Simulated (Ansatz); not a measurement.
Basis-set extrapolation for `C=[C]1[S][Al]1[CH3]` (PBE0-D4/def2-TZVP geometry, frozen core, the Gaussian-basis code of Ansatz). Multiplicity 1, RHF reference.

|  | def2-TZVPP | def2-QZVPP |
| --- | --- | --- |
| HF | -756.007748 | -756.030703 |
| MP2 correlation | -0.737421 | -0.790062 |
| CCSD(T) correlation | -0.818569 | not run |

Energies in hartree. Use E(X) = E(∞) + A·exp(−7.88·√X) for Hartree–Fock and E(X) = E(∞) + B·X^(−2.97) for correlation, with X = 3 and 4, and add CCSD(T) minus MP2 of the smaller set to the MP2 limit.

Q: What is the CCSD(T) energy at the basis-set limit?

A: HF limit: -756.030703 + (-0.022955) × 0.13774 = -756.03386. MP2 limit: -0.790062 + (-0.052641) × 0.74074 = -0.82906. Higher-order term: -0.818569 − (-0.737421) = -0.08115. Total: -756.94407 hartree, 73.9 kcal/mol below CCSD(T)/def2-TZVPP.
